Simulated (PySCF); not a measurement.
B(Me)(NCO)(OH) (C₂H₄BNO₂), SMILES CB(O)N=C=O.

The structure is a stationary point at PBE0-D3(BJ)/def2-SVP. This is a generated structure with no PubChem entry under its InChIKey; it may be hypothetical. Other conformers were not sampled.

Level of theory: PBE/def2-TZVP (PySCF).

Symmetry labels are those of the subgroup Cs that the program uses (full group Cs).

Computed valence orbital energies around the gap with their symmetry:
```json
[
 {"orbital": "HOMO−7", "symmetry": "A'", "energy (eV)": "-11.21"},
 {"orbital": "HOMO−6", "symmetry": "A'", "energy (eV)": "-10.70"},
 {"orbital": "HOMO−5", "symmetry": "A\"", "energy (eV)": "-10.19"},
 {"orbital": "HOMO−4", "symmetry": "A'", "energy (eV)": "-9.81"},
 {"orbital": "HOMO−3", "symmetry": "A\"", "energy (eV)": "-8.93"},
 {"orbital": "HOMO−2", "symmetry": "A'", "energy (eV)": "-8.25"},
 {"orbital": "HOMO−1", "symmetry": "A\"", "energy (eV)": "-7.40"},
 {"orbital": "HOMO", "symmetry": "A'", "energy (eV)": "-7.01"},
 {"orbital": "LUMO", "symmetry": "A\"", "energy (eV)": "-1.33"},
 {"orbital": "LUMO+1", "symmetry": "A'", "energy (eV)": "-0.41"},
 {"orbital": "LUMO+2", "symmetry": "A'", "energy (eV)": "0.43"},
 {"orbital": "LUMO+3", "symmetry": "A'", "energy (eV)": "0.80"}
]
```
